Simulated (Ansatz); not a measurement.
Reaction (substitution at a C–Si bond): `C[SiH](N)[AlH2]` + `SBS` → `CSBS` + `N[SiH2][AlH2]`

Computed with Ansatz on PBE0-D4/def2-TZVP structures; ΔE is electronic, products minus reactants. CCSD(T)/CBS adds triple-zeta CCSD(T) − MP2 to the extrapolated MP2 energy (def2 sets, frozen cores). DFT in def2-TZVPP. B3LYP here is the variant with VWN-RPA as its local correlation; programs differ in this. One conformer a species, not always the lowest.

Problem. Is it downhill or uphill in electronic energy at CCSD(T)/CBS, and by how much? (Estimate.)

Solution. Computed: Uphill: ΔE = +47.5 kJ/mol.

Problem. What do these levels give: PBE0-D4, B3LYP-D4, ωB97M-V, B2PLYP, SCS-MP2/def2-TZVPP, HF/def2-QZVPP? (Best estimate.)

Solution. Ansatz gave: PBE0-D4 46.6, B3LYP-D4 45.8, ωB97M-V 48.8, B2PLYP 46.1, SCS-MP2/def2-TZVPP 46.3, HF/def2-QZVPP 43.4 kJ/mol.

Largest T1 diagnostic among the species: 0.014.

In def2-TZVPP, CCSD(T) changes the Hartree–Fock value by +4.8 kJ/mol (the triples alone add −0.4 kJ/mol) and MP2 by +5.4 kJ/mol.
